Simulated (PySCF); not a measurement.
**Gas-phase XPS of TMS-CHF2, computed**

TMS-CHF2, C4H10F2Si.
Atom-mapped SMILES: `[CH3:1][Si:2]([CH3:3])([CH3:4])[CH:5]([F:6])[F:7]`

Cartesian coordinates in Å at the PBE0-D3(BJ)/def2-SVP level; atoms count from 1:
```
atom  x, y, z in Å
C1     0.2580   -0.0184    1.8986
Si2    0.0844   -0.0255    0.0307
C3    -0.2768   -1.7416   -0.6268
C4     1.5628    0.7525   -0.8214
C5    -1.4544    1.0436   -0.4027
F6    -2.5676    0.4854    0.1589
F7    -1.6379    1.0604   -1.7565
H8     0.4640    0.9930    2.2831
H9     1.0818   -0.6741    2.2219
H10   -0.6689   -0.3793    2.3710
H11    0.5547   -2.4352   -0.4272
H12   -1.1860   -2.1490   -0.1587
H13   -0.4441   -1.7084   -1.7144
H14    1.7661    1.7635   -0.4340
H15    1.3840    0.8339   -1.9048
H16    2.4706    0.1474   -0.6704
H17   -1.4119    2.0979   -0.0660
```

Method: PySCF, delta-SCF UKS SCAN, pcX-2 on the ionised atom, pcseg-1 elsewhere, spin-free X2C. Each binding energy is the total energy of the core-ionised species, with the hole localised on one atom, minus that of the ground state; both are solved self-consistently, so orbital relaxation is included.

Task: Give the core binding energies atom by atom.

Result: 
```json
{"atom(s)": "C1/C3/C4", "environment": "Si-methyl carbon", "level": "C 1s", "binding energy (eV)": "290.23", "2p1/2 (eV)": "–", "above the level's lowest (eV)": "0.00", "count": "3"}
{"atom(s)": "Si2", "environment": "four-coordinate silicon", "level": "Si 2p3/2", "binding energy (eV)": "106.24", "2p1/2 (eV)": "106.86", "above the level's lowest (eV)": "0.00", "count": "1"}
{"atom(s)": "Si2", "environment": "four-coordinate silicon", "level": "Si 1s", "binding energy (eV)": "1846.01", "2p1/2 (eV)": "–", "above the level's lowest (eV)": "0.00", "count": "1"}
{"atom(s)": "C5", "environment": "CHF2 carbon", "level": "C 1s", "binding energy (eV)": "294.41", "2p1/2 (eV)": "–", "above the level's lowest (eV)": "+4.18", "count": "1"}
{"atom(s)": "F6/F7", "environment": "fluorine of a CF2 group", "level": "F 1s", "binding energy (eV)": "692.66", "2p1/2 (eV)": "–", "above the level's lowest (eV)": "0.00", "count": "2"}
```

Lowest listed C 1s: C1/C3/C4, bonded to 3 H and Si. Highest, 4.18 eV above it: C5, bonded to 2 F, H and Si. Summing the Pauling electronegativity differences to the bonded atoms, each weighted by its formal bond order, gives -1.70 for the lowest site and +1.86 for the highest.

Task: Which photon wavelength matches the C 1s of C5 threshold?

Result: λ = hc/E = 12398.42 eV Å / 294.41 eV = 42.113 Å.

Task: Which photon energy gives electrons from C 1s of C5 a kinetic energy of 150 eV, and what is their de Broglie wavelength?

Result: hν = 294.41 + 150 = 444.41 eV, recoil neglected; λ = 12.264 Å/√(E/eV) = 1.00 Å.

Topologically equivalent atoms share the value of their first member; where this conformer doesn't relate them by symmetry, their own values could differ. For 2p shells one spin-free hole was relaxed; a mean-field spin–orbit operator and the ground-state splitting of the three 2p orbitals were then diagonalised within the shell. The shell's mean is (2 × 2p3/2 + 2p1/2)/3, and the degeneracies 2j + 1 give areas of 2:1. 2p1/2 minus 2p3/2 (ligand field included): Si 0.62 eV. Isolated species at its PBE0-D3(BJ)/def2-SVP geometry, gas phase.
